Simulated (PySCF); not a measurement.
Computed with TPSSh-D3(BJ)/def2-TZVP // BP86-D3(BJ)/def2-SVP (PySCF). Isolated molecules, 0 K electronic values unless said otherwise. One relaxed conformer stands for a flexible species; it need not be the lowest. 

Reference species: [W(F)6] (neutral, multiplicity 1).

```
Quantity                                                         Result
------------------------------------------------------------  ---------
charge on the central atom (Mulliken)                            1.74 e
coordination number                                                   6
HOMO                                                          -11.63 eV
mean distance from the central atom to its bonded neighbours    1.862 Å
```

Changed species: [W(F)(NH2)5] (5 of 6 F replaced by NH2; the reference has 0 of 6 F replaced by NH2).

Question: Predict the effect on the charge on the central atom (Mulliken), coordination number, HOMO and mean distance from the central atom to its bonded neighbours.

Answer: the charge on the central atom (Mulliken) falls by 0.42 e, to 1.32 e; the coordination number stays essentially unchanged; the HOMO rises by 5.82 eV, to -5.81 eV; the mean distance from the central atom to its bonded neighbours goes up by 0.134 Å, to 1.996 Å.
